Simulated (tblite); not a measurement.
C₅H₁₄FNSi₂.
Atom-mapped SMILES: `[F:1][SiH2:2][N:3]([CH2:4][CH2:5][SiH3:6])[CH:7]1[CH2:8][CH2:9]1` (hydrogens: H10, H11 on Si2; H12, H13 on C4; H14, H15 on C5; H16, H17, H18 on Si6; H19 on C7; H20, H21 on C8; H22, H23 on C9)

Computed with GFN2-xTB (tblite), gas phase: L-BFGS steps from a force-field or distance-geometry start until the largest atomic force falls under 0.01 eV/Å.

At the end of the run (lengths in Å): N3–C7 1.429, C5–Si6 1.898, Si6–H16 1.464, Si2–N3 1.712, Si2–H10 1.449, Si2–H11 1.453, Si6–H18 1.465, F1–Si2–N3 114.0°, Si2–N3–C7 122.7°, N3–C7–C8 119.9°, C4–N3–C7 114.1°, F1–Si2–N3–C4 -71°, Si2–N3–C4–C5 83°, N3–C4–C5–Si6 -176°, H19–C7–N3–Si2 -88°, H10–Si2–N3–C4 173°.

Question: These geometries were met on the way; a selection of coordinates is given. Order them by energy above the end point, lowest first.
A. N3–C7 1.430, C5–Si6 1.900, Si6–H16 1.462, Si2–N3 1.716, Si2–H10 1.451, Si2–H11 1.454, Si6–H18 1.463, F1–Si2–N3 113.1°, Si2–N3–C7 120.1°, N3–C7–C8 120.4°, C4–N3–C7 113.7°, F1–Si2–N3–C4 -76°, Si2–N3–C4–C5 82°, N3–C4–C5–Si6 180°, H19–C7–N3–Si2 -73°, H10–Si2–N3–C4 169°
B. N3–C7 1.486, C5–Si6 1.864, Si6–H16 1.497, Si2–N3 1.745, Si2–H10 1.476, Si2–H11 1.480, Si6–H18 1.486, F1–Si2–N3 106.3°, Si2–N3–C7 120.0°, N3–C7–C8 120.6°, C4–N3–C7 112.3°, F1–Si2–N3–C4 -74°, Si2–N3–C4–C5 82°, N3–C4–C5–Si6 180°, H19–C7–N3–Si2 -72°, H10–Si2–N3–C4 166°
C. N3–C7 1.434, C5–Si6 1.895, Si6–H16 1.469, Si2–N3 1.716, Si2–H10 1.447, Si2–H11 1.450, Si6–H18 1.469, F1–Si2–N3 111.0°, Si2–N3–C7 119.8°, N3–C7–C8 120.8°, C4–N3–C7 113.9°, F1–Si2–N3–C4 -75°, Si2–N3–C4–C5 82°, N3–C4–C5–Si6 179°, H19–C7–N3–Si2 -73°, H10–Si2–N3–C4 169°
D. N3–C7 1.431, C5–Si6 1.905, Si6–H16 1.456, Si2–N3 1.712, Si2–H10 1.450, Si2–H11 1.452, Si6–H18 1.457, F1–Si2–N3 108.5°, Si2–N3–C7 120.3°, N3–C7–C8 121.8°, C4–N3–C7 114.0°, F1–Si2–N3–C4 -76°, Si2–N3–C4–C5 83°, N3–C4–C5–Si6 179°, H19–C7–N3–Si2 -74°, H10–Si2–N3–C4 167°
E. N3–C7 1.438, C5–Si6 1.907, Si6–H16 1.468, Si2–N3 1.728, Si2–H10 1.462, Si2–H11 1.463, Si6–H18 1.465, F1–Si2–N3 106.7°, Si2–N3–C7 120.9°, N3–C7–C8 121.6°, C4–N3–C7 113.0°, F1–Si2–N3–C4 -76°, Si2–N3–C4–C5 83°, N3–C4–C5–Si6 179°, H19–C7–N3–Si2 -73°, H10–Si2–N3–C4 166°

Answer: A (0.022 eV), C (0.039 eV), D (0.069 eV), E (0.114 eV), B (0.240 eV).

```json
{"step": "13", "E above end (eV)": "0.022", "rms distance from the end, all atoms (Å)": "0.176", "largest force (eV/Å)": "0.100", "rms shift of all bonds from the end (Å)": "0.002"}
{"step": "8", "E above end (eV)": "0.039", "rms distance from the end, all atoms (Å)": "0.183", "largest force (eV/Å)": "0.152", "rms shift of all bonds from the end (Å)": "0.003"}
{"step": "4", "E above end (eV)": "0.069", "rms distance from the end, all atoms (Å)": "0.189", "largest force (eV/Å)": "0.347", "rms shift of all bonds from the end (Å)": "0.004"}
{"step": "2", "E above end (eV)": "0.114", "rms distance from the end, all atoms (Å)": "0.193", "largest force (eV/Å)": "0.497", "rms shift of all bonds from the end (Å)": "0.008"}
{"step": "0", "E above end (eV)": "0.240", "rms distance from the end, all atoms (Å)": "0.196", "largest force (eV/Å)": "1.268", "rms shift of all bonds from the end (Å)": "0.021"}
```

Rows stand in the order of the answer.
